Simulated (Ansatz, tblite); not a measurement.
Forces on In₅P₄H₁₆⁻, a cluster cut from zinc blende InP (hydrogen-capped) at its PBE0-D4/def2-SVP geometry. Total charge -1; singlet.

In the def2 sets In takes a core potential; there is no spin–orbit coupling. The xTB rows come from tblite.

GFN1-xTB (tblite), largest force 0.73 eV/Å:

```xyz
25
positions Å, forces eV/Å
P    -1.301   -0.173   -1.857   -0.113   -0.101   -0.176
P     2.061    1.465   -0.740    0.091   -0.005   -0.064
P    -1.560    1.079    1.828   -0.090   -0.025    0.064
P     0.905   -1.831    0.999    0.048   -0.217    0.034
In   -3.026    1.019   -0.365    0.633   -0.162    0.130
In    0.475    1.401   -2.848   -0.050   -0.239    0.617
In   -0.496   -2.527   -1.084    0.132    0.659    0.288
In    3.109   -0.580    0.555   -0.627    0.188   -0.122
In   -0.390   -0.952    3.040    0.058    0.257   -0.608
H    -2.084   -0.475   -3.008    0.129    0.052    0.189
H     1.462    2.321    0.223    0.430   -0.189   -0.444
H     3.143    2.328   -1.073   -0.436   -0.071    0.294
H    -2.337    1.747    2.815    0.425    0.019   -0.316
H    -0.586    2.101    1.668   -0.529   -0.289    0.236
H     1.383   -3.083    1.483   -0.077    0.208   -0.076
H    -3.251    2.683   -0.833   -0.200    0.050    0.000
H    -4.373   -0.011    0.029   -0.131    0.115   -0.005
H    -0.126    3.027   -3.039    0.055    0.079   -0.182
H     1.421    0.626   -4.087    0.018    0.130   -0.115
H     0.594   -3.157   -2.290   -0.071   -0.208   -0.069
H    -1.884   -3.427   -0.533   -0.012   -0.202   -0.110
H     4.096   -1.395   -0.625    0.162    0.026    0.064
H     3.791    0.078    2.020    0.202   -0.030    0.007
H    -1.697   -2.011    3.489    0.004    0.009    0.176
H     0.672   -0.253    4.234   -0.054   -0.056    0.188
```

GFN2-xTB (tblite), largest force 0.61 eV/Å:

```
P -0.293 -0.104 -0.431
P 0.188 0.391 0.090
P -0.032 0.367 0.245
P 0.181 -0.459 0.186
In -0.032 0.117 0.077
In 0.072 0.127 0.006
In -0.026 -0.148 -0.060
In 0.079 0.115 0.020
In -0.023 0.100 0.094
H 0.292 0.093 0.426
H 0.348 -0.271 -0.427
H -0.494 -0.266 0.224
H 0.405 -0.172 -0.412
H -0.474 -0.356 0.156
H -0.185 0.455 -0.191
H 0.006 -0.236 0.054
H 0.178 0.164 -0.111
H 0.080 -0.228 -0.001
H -0.186 0.124 0.146
H -0.167 0.083 0.174
H 0.205 0.123 -0.089
H -0.129 0.085 0.217
H -0.076 -0.109 -0.204
H 0.232 0.123 -0.039
H -0.151 -0.116 -0.151
```

r2SCAN-D4/def2-SVP (Ansatz), largest force 0.09 eV/Å:

```
P -0.013 -0.012 -0.024
P 0.021 -0.041 -0.030
P -0.031 -0.047 0.006
P 0.006 -0.021 0.004
In -0.073 0.054 0.006
In 0.026 0.064 -0.062
In -0.010 -0.068 -0.025
In 0.087 0.010 0.021
In -0.010 -0.003 0.091
H -0.018 -0.008 -0.027
H -0.001 0.026 0.016
H 0.011 0.032 0.007
H -0.001 0.029 0.019
H 0.010 0.030 0.004
H 0.011 -0.030 0.012
H -0.003 -0.018 0.000
H 0.024 0.010 -0.008
H 0.002 -0.017 -0.005
H -0.020 0.004 0.019
H -0.014 0.002 0.008
H 0.012 0.004 -0.009
H -0.018 0.008 0.014
H -0.005 -0.010 -0.015
H 0.018 0.011 -0.011
H -0.011 -0.009 -0.011
```
